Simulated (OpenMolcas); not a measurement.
**Potential curves of AlAs: spin-free states**

Calculated with OpenMolcas 26.06: state-averaged CASSCF(6,7) over As 4p, Al 3s 3p, XMS-CASPT2 (IPEA 0.25, imaginary shift 0.2 hartree), scalar X2C, ANO-RCC-VTZP, then RASSI spin–orbit state interaction with atomic mean-field integrals. C2 symmetry about the axis (a holds Σ, Δ, Γ; b holds Π, Φ, H; Σ⁺ and Σ⁻ are not told apart); roots by multiplicity and irrep: 3b 8, 1a 7, 1b 4, 5b 2, 5a 1.

XMS-CASPT2 energies in eV from the lowest point. Curves are followed by energy order within each symmetry, so they are adiabatic and may change character at avoided crossings; Σ⁺ and Σ⁻ are counted together.

| R (Å) | (1)3Π | (1)1Σ | (2)1Σ | (1)5Π | (2)1Π |
| --- | --- | --- | --- | --- | --- |
| 2.197 | 0.106 | 0.490 | 2.168 | 2.549 | 3.368 |
| 2.325 | 0.000 | 0.629 | 1.853 | 2.129 | 3.008 |
| 2.440 | 0.057 | 0.868 | 1.798 | 1.922 | 2.865 |
| 2.555 | 0.220 | 1.101 | 1.869 | 1.844 | 2.833 |
| 2.683 | 0.411 | 1.307 | 2.037 | 1.815 | 2.881 |
| 2.811 | 0.644 | 1.492 | 2.270 | 1.829 | 2.986 |
| 2.989 | 0.968 | 1.774 | 2.636 | 1.867 | 3.154 |

The 5 lowest clean curves are shown; the next is (2)1Δ, from 3.35 eV. Left out for impure symmetry, kinks or missing points, though low: (1)1Π, (1)1Δ, (2)3Π, (3)3Π, (3)1Σ, (1)3Φ, (1)5Σ. Only roots inside an energy window near the equilibrium distance were included, so the list of states is not complete; labels number the states computed. Each spin and symmetry block has orbitals of its own, averaged over its own roots, so gaps between blocks are less sure than gaps within one and near the minimum can be off by tenths of an eV, in bad cases by more. No Rydberg orbitals are active, so Rydberg states, and σ→σ* states whose orbital the CASSCF left unused, can be missing between those listed. CASPT2 splits the two components of degenerate states numerically, here by up to 87 cm⁻¹. No roots were computed in block 3a (none fell in the window or the block failed), so states of that kind are missing and can lie low or lowest. Points that failed a check (symmetry, reference weights, a jump) are left out.
